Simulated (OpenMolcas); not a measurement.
# How basis sets differ on C5H8O2 (acetylacetone (keto form))

The species is C5H8O2 (15 atoms), meant as a singlet with charge 0. SMILES: `CC(=O)CC(C)=O`. The coordinates come from a PBE0-D4/def2-TZVP relaxation. This is one conformer, not always the lowest.

```xyz
15

C    -1.2468    1.4050   -1.1974
C    -0.0470    0.5117   -1.1132
O     1.0383    0.8182   -1.5368
C    -0.2573   -0.8170   -0.3987
C     0.0254   -0.5799    1.0792
C     1.4483   -0.7653    1.5099
O    -0.8515   -0.2241    1.8247
H    -0.9642    2.3870   -1.5716
H    -1.9861    0.9542   -1.8666
H    -1.7190    1.4837   -0.2141
H    -1.2889   -1.1545   -0.4980
H     0.4395   -1.5428   -0.8177
H     1.5848   -0.4169    2.5317
H     2.1146   -0.2336    0.8246
H     1.7100   -1.8258    1.4440
```

Quantity: the dipole moment, in D. The values are calculated.

```tsv
level	kind	program	value (D)	CPU time
HF/ANO-RCC-MB (DKH2)	Hartree–Fock	OpenMolcas	1.64	25 s
HF/STO-3G	Hartree–Fock	OpenMolcas	1.05	1.9 s
HF/3-21G	Hartree–Fock	OpenMolcas	1.69	4.3 s
HF/6-31G* (spherical functions)	Hartree–Fock	OpenMolcas	1.77	16 s
```

The values span 1.05 to 1.77 D. Sets without polarisation functions give poor dipoles. Times are those of the runs behind each value, whatever else they computed, on shared processors of several kinds: orders of magnitude only.
